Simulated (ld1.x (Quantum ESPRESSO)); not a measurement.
## vanadium: excitation energies, all-electron against ultrasoft

vanadium (V), ultrasoft, made with ld1.x (Quantum ESPRESSO) 7.5 (LDA (PZ), fully relativistic). Core [Ne] 3s2, reference 3p6 3d3 4s0 4p0 (charge +2). Waves: 4s (bound, empty): rcut 2.05, rcutus 2.50 bohr; 4s channel at 1.15 Ry: rcut 2.05, rcutus 2.50 bohr; 3p (bound): rcut 1.55, rcutus 1.70 bohr; 4p (bound, empty): rcut 1.55, rcutus 1.70 bohr; 3d (bound): rcut 1.95, rcutus 2.10 bohr; 3d channel at -0.1 Ry: rcut 1.95, rcutus 2.10 bohr. Local part: all-electron potential smoothed inside 1.80 bohr (lloc = -1). Core correction: a·sin(br)/r model core, default radius (core density twice the valence density). Augmentation charge: PSQ, inside the norm-conserving radii.

Open shells are filled in proportion to 2j + 1 (rel_dist='average').

Energies are relative to the spin-unpolarised reference configuration 3p6 3d3 4s0 4p0; without spin polarisation the order of configurations can differ from experiment. Not all tests gave a result: 2 of 7 tests not solved or not reliable. Left out of the table: 3p6 3d1 4s0 4p0 (solver errors, printed error -630 eV); 3p6 3d4 4s1 4p0 (solver errors, printed error -1146 eV).

Task: Give the all-electron excitation energy and the error of the potential for: 3p6 3d3 4s2 4p0; 3p6 3d3 4s1 4p0; 3p6 3d2 4s0 4p0; 3p6 3d3 4s1 4p1; 3p5 3d3 4s2 4p0.

Result:

| valence configuration | charge | ΔE all-electron (eV) | error AE − PS (meV) |
| --- | --- | --- | --- |
| 3p6 3d3 4s2 4p0 | 0 | -22.486 | +4.0 |
| 3p6 3d3 4s1 4p0 | +1 | -14.545 | +1.0 |
| 3p6 3d2 4s0 4p0 | +3 | 29.158 | -280 |
| 3p6 3d3 4s1 4p1 | 0 | -19.078 | -4.5 |
| 3p5 3d3 4s2 4p0 | +1 | 28.403 | -531 |
